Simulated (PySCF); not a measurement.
Molfile (atoms numbered from 1):
```
C3H11PSi
     RDKit          3D

 16 15  0  0  0  0  0  0  0  0999 V2000
    1.6243    0.5812    0.1455 C   0  0  0  0  0  0  0  0  0  0  0  0
    0.9899   -0.3396    1.1766 C   0  0  0  0  0  0  0  0  0  0  0  0
   -0.0231   -1.3260    0.5931 C   0  0  0  0  0  0  0  0  0  0  0  0
   -1.5244   -0.5502   -0.2547 Si  0  0  0  0  0  4  0  0  0  0  0  0
   -2.3945    1.0214    1.1359 P   0  0  0  0  0  0  0  0  0  0  0  0
    0.8746    1.2197   -0.3508 H   0  0  0  0  0  0  0  0  0  0  0  0
    2.1345    0.0059   -0.6439 H   0  0  0  0  0  0  0  0  0  0  0  0
    2.3682    1.2483    0.6066 H   0  0  0  0  0  0  0  0  0  0  0  0
    0.4976    0.2664    1.9584 H   0  0  0  0  0  0  0  0  0  0  0  0
    1.7828   -0.9020    1.6988 H   0  0  0  0  0  0  0  0  0  0  0  0
   -0.4171   -1.9795    1.3902 H   0  0  0  0  0  0  0  0  0  0  0  0
    0.4664   -1.9964   -0.1365 H   0  0  0  0  0  0  0  0  0  0  0  0
   -1.1798    0.0161   -1.5973 H   0  0  0  0  0  0  0  0  0  0  0  0
   -2.5814   -1.5899   -0.4572 H   0  0  0  0  0  0  0  0  0  0  0  0
   -1.4460    2.0248    0.7641 H   0  0  0  0  0  0  0  0  0  0  0  0
   -3.3672    1.4649    0.1872 H   0  0  0  0  0  0  0  0  0  0  0  0
  1  2  1  0
  2  3  1  0
  3  4  1  0
  4  5  1  0
  1  6  1  0
  1  7  1  0
  1  8  1  0
  2  9  1  0
  2 10  1  0
  3 11  1  0
  3 12  1  0
  4 13  1  0
  4 14  1  0
  5 15  1  0
  5 16  1  0
M  END
```

Geometry: PBE0-D3(BJ)/def2-SVP; GIAO shifts from PySCF, gas phase, non-relativistic, averaged over equivalent atoms.

At BLYP/pcSseg-1 (154 basis functions, 22 s wall time on 1 thread of an Arm Neoverse V1, shared host):
```json
{"atoms": "C2", "δ (ppm)": "23.5"}
{"atoms": "C1", "δ (ppm)": "17.1"}
{"atoms": "C3", "δ (ppm)": "15.9"}
{"atoms": "Si4", "δ (ppm)": "-41.2"}
{"atoms": "P5", "δ (ppm)": "-281.6"}
{"atoms": "H13/H14", "δ (ppm)": "4.46"}
{"atoms": "H9/H10", "δ (ppm)": "1.54"}
{"atoms": "H15/H16", "δ (ppm)": "1.49"}
{"atoms": "H6/H7/H8", "δ (ppm)": "0.99"}
{"atoms": "H11/H12", "δ (ppm)": "0.95"}
```

Shifts are taken against calculated references (same method and geometry level): 13C (σ = 175.31 ppm) and 29Si (σ = 323.46 ppm) and 1H (σ = 31.36 ppm) vs TMS; 31P (σ = 285.49 ppm) against H3PO4.

**Question.** What do these become at BHandHLYP/pcSseg-1?

**Answer.** 
```tsv
atoms	δ at BHandHLYP/pcSseg-1	change
C2	19.6	-3.9
C1	16.1	-1.0
C3	12.3	-3.6
Si4	-38.6	+2.6
P5	-280.8	+0.8
H13/H14	4.20	-0.26
H9/H10	1.34	-0.20
H15/H16	1.48	-0.01
H6/H7/H8	0.94	-0.05
H11/H12	0.74	-0.21
```

Referencing at the same level of theory: 13C (183.98 ppm) and 29Si (358.43 ppm) and 1H (31.44 ppm) vs TMS; 31P (317.17 ppm) against H3PO4.

The largest change is at C2 (sp3 CH2). Cost: 154 basis functions, 20 s wall time on 1 thread of an x86-64 server CPU, shared host. The order of the carbon signals is the same at both levels.

Experimental scales use liquid or dissolved standards, which lie at an offset from isolated H3PO4.
